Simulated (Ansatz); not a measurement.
Start from `O[SiH](O)[AlH2]` and change one atom or group to get `O[SiH](O)[NH][GeH3]`.

Ansatz, PBE0-D4/def2-TZVP geometries, multiplicity 1. Each molecule was computed in one conformer, which needn't be the lowest.

Scalar relativity is left out up to krypton.

```tsv
property	`O[SiH](O)[AlH2]`
HOMO energy (PBE0/def2-TZVPP) / eV	-7.07
size of the dipole moment (ωB97M-V/def2-TZVPP) / D	2.37
HOMO energy (ωB97M-V/def2-TZVPP) / eV	-9.09
LUMO energy (B3LYP/def2-TZVPP) / eV	-2.34
HOMO–LUMO gap (PBE/def2-TZVPP) / eV	3.02
HOMO energy (PBE/def2-TZVPP) / eV	-5.91
```

Task: Give the same properties after the change, and the shifts. (An estimate is asked.)

Result: The calculation gave: 
| property | `O[SiH](O)[NH][GeH3]` | shift |
| --- | --- | --- |
| HOMO energy (PBE0/def2-TZVPP) / eV | -7.54 | -0.47 |
| size of the dipole moment (ωB97M-V/def2-TZVPP) / D | 1.47 | -0.90 |
| HOMO energy (ωB97M-V/def2-TZVPP) / eV | -9.87 | -0.78 |
| LUMO energy (B3LYP/def2-TZVPP) / eV | 0.17 | 2.51 |
| HOMO–LUMO gap (PBE/def2-TZVPP) / eV | 5.78 | 2.76 |
| HOMO energy (PBE/def2-TZVPP) / eV | -6.15 | -0.24 |

With PBE0 the HOMO falls by 0.47 eV and the LUMO rises by 2.61 eV, so the gap widens by about 3.08 eV. PBE moves the HOMO by -0.24 eV and ωB97M-V by -0.78 eV. Dipoles are sizes alone; their direction can turn.

B3LYP here is the variant with VWN-RPA as its local correlation; programs differ in this.
